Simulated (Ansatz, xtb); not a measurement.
**C3H3FN2S: which of two isomers lies lower**

We compare X, `Fc1ccn(S)n1`, a singlet, with Y, `Fc1[nH]ncc1S`, a singlet. Both are isolated molecules in the gas phase, relaxed with B3LYP-D3(BJ)/def2-SVP; the shapes shown needn't be the lowest conformers.

X (Å):

```
atom    x (Å)    y (Å)    z (Å)
   C   0.0993   0.5274  -0.6222
   C   0.6401  -0.6303  -1.2369
   C   1.7418  -0.1433  -1.9114
   F  -0.9808   0.5666   0.1406
   N   1.7881   1.2043  -1.6700
   N   0.7774   1.6240  -0.8706
   S   2.9875   2.2923  -2.2322
   H   0.2732  -1.6514  -1.1843
   H   2.4886  -0.6290  -2.5348
   H   2.2863   2.7776  -3.2912
```

Y (Å):

```xyz
10

C     0.7700    0.8045   -2.2385
C     1.6527   -0.2453   -0.5278
C     1.5964    1.0325   -1.1566
F     0.3521    1.6275   -3.1880
N     0.3936   -0.4983   -2.2165
N     0.9284   -1.1545   -1.1717
S     2.3994    2.5225   -0.6505
H    -0.2111   -0.9744   -2.8754
H     2.2017   -0.5177    0.3729
H     1.9135    3.2801   -1.6595
```

Problem. Which of the two would you expect CCSD(T)/def2-SVP + ΔMP2/def2-TZVPP electronic energies to favour?

Solution. Structure Y; the calculation gives E(Y) − E(X) = −0.307 eV.

How the difference moves with the method:

```
                             level               geometry  E(Y) − E(X) (eV)  departure from the last row (eV)  job, with rough time for the two
             B3LYP-D3(BJ)/def2-SVP  B3LYP-D3(BJ)/def2-SVP              −0.357                            −0.050                optimisation, 71 s
                       HF/def2-SVP  B3LYP-D3(BJ)/def2-SVP              −0.299                            +0.008           part of the CCSD(T) run
                      MP2/def2-SVP  B3LYP-D3(BJ)/def2-SVP              −0.395                            −0.089           part of the CCSD(T) run
                  CCSD(T)/def2-SVP  B3LYP-D3(BJ)/def2-SVP              −0.345                            −0.039                      single point
CCSD(T)/def2-SVP + ΔMP2/def2-TZVPP  B3LYP-D3(BJ)/def2-SVP              −0.307                                                  single point, 66 s
```

As drawn, Y has 1 C–S, 1 N–H in place of 1 N–S, 1 C–H.

None of the levels shown reverses the order. The largest departure from CCSD(T)/def2-SVP + ΔMP2/def2-TZVPP is that of MP2/def2-SVP, 0.089 eV. No reliable frequencies are at hand for X, so it isn't confirmed as a minimum. Levels run at GFN2-xTB geometries aren't shown. The last row adds to CCSD(T) the change of the MP2 difference between the two basis sets, here +0.039 eV.

The correlated steps freeze 11 core orbitals. Codes used: Ansatz 0.2.0, xtb 6.7.1; the last row on 2 threads of Arm Neoverse V2 on a shared host.
